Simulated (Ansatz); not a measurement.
System: sum formula BNH$_{3}$ (charge -1, singlet). It need not be the lowest isomer of its formula. Whether it binds its extra electron was not tested at this geometry. 
Coordinates optimised at B3LYP-D3(BJ)/def2-TZVP (Ansatz, a quantum-chemistry and plane-wave program):
```xyz
5

B     -0.6650     0.0506    -0.0189
N      0.7039     0.0700     0.0241
H     -1.3761    -0.9656    -0.0746
H     -1.3072     1.1029    -0.0040
H      1.0813    -0.8806     0.0044
```
Charge -1, spin multiplicity 1.

Parts of the frozen-core correlation energy in STO-3G (Ansatz, hartree). Frozen orbitals: 2; correlated occupied orbitals by spin: 6 and 6; virtual: 5 and 5. No spin-orbit coupling. Non-relativistic. The restricted reference is unstable.

```tsv
term	value
reference (HF)	-79.67848
MP2 opposite-spin	___
MP2 same-spin	___
CCSD correlation	-0.13238
(T)	___
FCI minus CCSD(T)	-0.00049
T1 diagnostic	0.020
largest doubles amplitude	0.188
```

Q: What belongs in the gaps?

A: 
- MP2 opposite-spin, value: -0.08833
- MP2 same-spin, value: -0.01522
- (T), value: -0.00237
